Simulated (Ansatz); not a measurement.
Gas-phase electronic energies from Ansatz, PBE0-D4/def2-TZVP geometries. CCSD(T)/CBS adds triple-zeta CCSD(T) − MP2 to the extrapolated MP2 energy (def2 sets, frozen cores). This one scheme is used for every species. Functionals use def2-TZVPP. One conformer a species, not always the lowest.

Consider the ligand exchange at the Si–O bond: `C=C[Si](N)(Cl)OC` + `O[SiH3]` → `C=C[Si](N)(Cl)O[SiH3]` + CH₃OH.

`C=C[Si](N)(Cl)OC`:

Z-matrix (Å, degrees):
```
Si
C 1 1.846
Cl 1 2.064 2 109.2
N 1 1.706 2 117.2 3 117.9
O 1 1.628 2 105.2 3 -120.0
C 2 1.329 1 125.1 3 -5.6
H 2 1.090 1 116.9 3 175.4
H 4 1.007 1 120.8 2 57.1
H 4 1.006 1 120.2 2 -91.1
C 5 1.412 1 124.7 2 179.6
H 6 1.086 2 122.0 1 -178.9
H 6 1.086 2 121.6 1 1.5
H 10 1.094 5 110.5 1 -78.4
H 10 1.091 5 108.1 1 162.6
H 10 1.094 5 111.5 1 42.7
```

`O[SiH3]`:

Cartesian coordinates in Å:
```
O 0.010 0.584 -1.141
Si -0.034 -0.015 0.394
H 0.175 -0.030 -1.856
H -1.109 -1.032 0.556
H -0.300 1.145 1.275
H 1.258 -0.652 0.772
```

`C=C[Si](N)(Cl)O[SiH3]`:

```xyz
15

C     1.509   -1.778    0.990
C     0.223   -1.832    0.654
Si   -0.699   -0.387   -0.020
N    -1.428   -0.774   -1.501
Cl   -2.266    0.154    1.207
O     0.341    0.868   -0.050
Si    0.396    2.506   -0.056
H     2.080   -0.860    0.890
H     2.041   -2.642    1.377
H    -0.312   -2.772    0.772
H    -2.266   -0.313   -1.814
H    -0.900   -1.174   -2.258
H     1.764    2.908   -0.469
H     0.109    3.038    1.299
H    -0.593    3.058   -1.019
```

CH₃OH:

Cartesian coordinates in Å:
```
C 0.354 -0.014 0.040
O -0.883 0.504 -0.393
H 1.128 0.664 -0.320
H 0.557 -1.011 -0.371
H 0.426 -0.064 1.134
H -1.581 -0.079 -0.089
```

```json
{"level": "r2SCAN-D4", "ΔE (kJ/mol)": "-17.2"}
{"level": "SCS-MP2/def2-QZVPP", "ΔE (kJ/mol)": "-19.1"}
```

(1) What does CCSD(T)/CBS give? (Best estimate.)

Largest T1 diagnostic among the species: 0.011.

## Answers

(1) The calculation gave: -18.9 kJ/mol. The listed levels differ from it by 1.7, -0.2 kJ/mol.

From PBE to PBE0 (25 % exact exchange), in def2-TZVPP and without D4, ΔE moves by −3.3 kJ/mol. In def2-TZVPP, CCSD(T) changes the Hartree–Fock value by +7.3 kJ/mol (the triples alone add +1.4 kJ/mol) and MP2 by +8.6 kJ/mol.
